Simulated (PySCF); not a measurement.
# From computed data to an observable: oscillator strength and radiative lifetime

Be(H)(SMe) (CH4BeS), SMILES [S](C)[BeH].

The structure is a stationary point at B3LYP-D3(BJ)/def2-TZVP.

TDA-M06-2X/def2-SVPD (PySCF) puts the first singlet state with f over 0.02 at 6.21 eV (vertical), with the transition dipole (-0.303, 0.852, 0.000) in atomic units.

Find the oscillator strength, the wavelength and the radiative lifetime that this transition would have in vacuum if emission retraced absorption.


|μ|² = 0.8177 au, so |μ| = 2.30 D. ΔE = 6.21/27.211 = 0.2282 hartree. f = (2/3) ΔE |μ|² = 0.124 (the program prints 0.124).
λ = 1239.84/6.21 = 200 nm; ν = 50087 cm⁻¹.
Einstein's coefficient A = 0.6670 ν² f s⁻¹ (ν in cm⁻¹) = 2.1e8 s⁻¹, so τ = 1/A = 4.8 ns. This state is S3; the lower singlets have f = 0.000, 0.016. The figure is the radiative limit of this one transition; relaxation, internal conversion, crossing to triplets and a medium change what is measured.
